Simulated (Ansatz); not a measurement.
Isolated molecules relaxed with PBE0-D4/def2-TZVP in Ansatz; ΔE leaves out vibrations. CBS: MP2 limit from def2 TZ/QZ plus the TZ coupled-cluster correction, frozen cores. DFT in def2-TZVPP. B3LYP here is the variant with VWN-RPA as its local correlation; programs differ in this. def2 core potentials past Kr. For In outer-core shells are correlated without core-valence functions, which leaves a few kJ/mol of doubt a bond. Each species was taken in one conformer, which may not be the lowest.

`C[O][In]([SH])[SH]` + `BN[SiH3]` → `[SH][InH][SH]` + `BN[SiH2]OC`  (redistribution)

| level | ΔE (kJ/mol) |
| --- | --- |
| B3LYP-D4 | -86.1 |
| ωB97X-V | -87.0 |
| HF/def2-TZVPP | -102.1 |
| CCSD/CBS(def2) | -84.5 |

(1) What does CCSD(T)/CBS give? (Best estimate.)

Largest T1 diagnostic among the species: 0.015.

Results:

(1) Computed: -80.2 kJ/mol. The listed levels differ from it by -5.9, -6.8, -21.9, -4.3 kJ/mol.

From PBE to PBE0 (25 % exact exchange), in def2-TZVPP and without D4, ΔE moves by −10.4 kJ/mol. In def2-TZVPP, CCSD(T) changes the Hartree–Fock value by +17.9 kJ/mol (the triples alone add +4.3 kJ/mol) and MP2 by +18.6 kJ/mol.
